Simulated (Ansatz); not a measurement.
Basis-set extrapolation for C₂H₅AlO₂ (PBE0-D4/def2-TZVP geometry, frozen core, Ansatz). Multiplicity 1, RHF reference.

|  | def2-TZVPP | def2-QZVPP |
| --- | --- | --- |
| HF | -470.490092 | -470.508237 |
| MP2 correlation | -0.869567 | -0.934304 |
| CCSD(T) correlation | -0.933157 | not run |

Energies in hartree. Use E(X) = E(∞) + A·exp(−7.88·√X) for Hartree–Fock and E(X) = E(∞) + B·X^(−2.97) for correlation, with X = 3 and 4, and add CCSD(T) minus MP2 of the smaller set to the MP2 limit.

Question: What is the CCSD(T) energy at the basis-set limit?

Answer: HF limit: -470.508237 + (-0.018145) × 0.13774 = -470.51074. MP2 limit: -0.934304 + (-0.064737) × 0.74074 = -0.98226. Higher-order term: -0.933157 − (-0.869567) = -0.06359. Total: -471.55659 hartree, 83.7 kcal/mol below CCSD(T)/def2-TZVPP.
